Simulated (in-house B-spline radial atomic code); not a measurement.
Radial electron density of the niobium ion Nb⁶⁺, [Ar] 3d10 4s2 4p5. Method: scalar-relativistic (X2C) HSE06, spin-polarised, spherical fractional occupations, exact exchange averaged over the configuration, Fermi nucleus of rms radius 4.324 fm. Calculated with an all-electron radial atomic-structure program (B-spline basis).

One-electron X2C: radii and densities carry no picture-change correction, so inner-shell <1/r> comes out high (for 1s by about 2 % at Z = 33, 5 % at 54, 10 % at 75, 30 % at 118) and <r> low.

Columns: r (bohr), 4πr²n(r) (electrons per bohr), bar.

```
 0.00128    1.589 #
 0.00155    2.183 ##
 0.00188    2.996 ##
 0.00228     4.09 ###
 0.00277    5.564 ####
 0.00335    7.459 #####
 0.00407    9.976 #######
 0.00493    13.13 #########
 0.00598    17.08 ############
 0.00725    21.84 ###############
  0.0088    27.38 ###################
  0.0107    33.52 #######################
  0.0129    39.52 ###########################
  0.0157     45.3 ###############################
   0.019    49.59 ##################################
  0.0231    51.81 ####################################
   0.028     51.4 ####################################
  0.0339    48.79 ##################################
  0.0411    45.33 ###############################
  0.0499    43.35 ##############################
  0.0605    45.09 ###############################
  0.0733    51.02 ###################################
  0.0889    58.78 #########################################
   0.108    63.51 ############################################
   0.131    60.93 ##########################################
   0.159    51.58 ####################################
   0.192    41.96 #############################
   0.233     38.7 ###########################
   0.283    43.11 ##############################
   0.343    47.74 #################################
   0.416    44.37 ###############################
   0.504     32.6 #######################
   0.612    19.42 #############
   0.742    11.74 ########
   0.899    9.528 #######
    1.09    8.604 ######
    1.32    6.275 ####
     1.6    3.241 ##
    1.94    1.122 #
    2.36   0.2396 
    2.86  0.03098 
    3.47 0.002058 
     4.2 6.947e-05
```

On this grid the curve has 3 maxima, near 0.0231, 0.108, 0.343 bohr.

The 4s down radial function P(r) = rR(r), positive near the nucleus:

```
r (bohr)          P
0.000488    0.02161
0.000717    0.03007
 0.00105    0.04155
 0.00155    0.05748
 0.00228    0.07856
 0.00335     0.1058
 0.00493     0.1397
 0.00725     0.1783
  0.0107     0.2158
  0.0157     0.2378
  0.0231     0.2205
  0.0339     0.1326
  0.0499   -0.04654
  0.0733    -0.2718
   0.108    -0.3878
   0.159    -0.1791
   0.233     0.3205
   0.343     0.6017
   0.504     0.1094
   0.742    -0.7975
    1.09     -1.096
     1.6    -0.6082
    2.36    -0.1329
    3.47  -0.008717
```
